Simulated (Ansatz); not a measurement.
Job for Ansatz (a first-principles code): R-wB97M-V/def2-TZVPP on CH4Te (SMILES C[TeH]), atoms moved off the minimum. Elements past Kr take the def2 small-core potentials; no spin–orbit coupling.

Ansatz 0.2 input:
```yaml
crystal:
  periodic: [false, false, false]
  atoms:
    - {symbol: Te, position_ang: [0.13773322, 0.04140574, 0.26453094]}
    - {symbol: H, position_ang: [-0.38030247, 1.31618311, -0.76932428]}
    - {symbol: C, position_ang: [-0.15435461, -1.52224376, -0.96283400]}
    - {symbol: H, position_ang: [0.60440307, -1.24090175, -1.84032497]}
    - {symbol: H, position_ang: [-0.86542522, -1.42880460, -1.57189274]}
    - {symbol: H, position_ang: [0.14288546, -2.41295869, -0.50542627]}
basis:
  gaussian:
    orbitals: def2-TZVPP
hamiltonian:
  xc: {name: wB97M-V}
scf: {lower_state_search: off}
output: {forces: true}
```

Task: Give the final energy of this run.

Result: -308.4297 hartree.

Task: How many basis functions does it have, and what does it roughly cost on one machine?

Result: 137 functions; roughly 6 core-seconds.
